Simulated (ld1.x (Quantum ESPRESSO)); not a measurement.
## PBEsol PAW dataset for indium (In), scalar-relativistic all-electron reference.

| Property | Result |
| --- | --- |
| Element | indium |
| Generator | ld1.x (Quantum ESPRESSO) 7.5 |
| Type | PAW |
| Functional | PBEsol |
| Relativity | scalar-relativistic |
| Frozen core | [Kr] 4d10 |
| Valence charge | 3 |
| Reference configuration | 5s1.75 5p1.25 |
| Partial waves | 5s (bound): rcut 1.90, rcutus 2.35 bohr; 5s channel at 0.05 Ry: rcut 1.90, rcutus 2.35 bohr; 5p (bound): rcut 2.75, rcutus 2.95 bohr; 5p channel at 1.1 Ry: rcut 2.75, rcutus 2.95 bohr |
| Local potential | all-electron potential smoothed inside 2.30 bohr (lloc = -1) |
| Core correction | a·sin(br)/r model core inside 2.68 bohr |
| Augmentation charge | PSQ, inside the norm-conserving radii |

All-electron outer shells of the reference configuration (PBEsol, scalar-relativistic, ld1.x):

```csv
shell,level (eV),outermost node (bohr),outermost maximum (bohr)
4p,-78.46,0.42,0.82
4d,-19.01,0.40,0.94
5s,-8.52,1.02,2.13
5p,-2.71,1.14,2.85
```

Task: Estimate the cutoffs (Ry, on a coarse ladder) from which the occupation-weighted sum of valence levels, in a spherical-Bessel basis at the reference potential, stays within 10 and 1 mRy of its value at 400 Ry.

Result: 6 Ry and 8 Ry.

Task: Does the potential have ghost states?

Result: No extra level below or beside the all-electron valence levels (s, p, d, f tested).

Task: Is the overlap operator S = 1 + Σ q|β⟩⟨β| positive definite (Bessel basis up to 400 Ry)?

Result: Yes: its lowest eigenvalue is 0.36 (s channel).

Task: Tests: 5s2 5p1; 5s2 5p0; 5s1 5p0; 5s2 5p1.3; 5s0 5p3; 5s1 5p1; 5s2 5p0.5. Which has the largest error in its energy relative to the reference configuration, and how large is it?

Result: 5s1 5p0, with -211 meV (all-electron minus pseudo) on +23.20 eV.
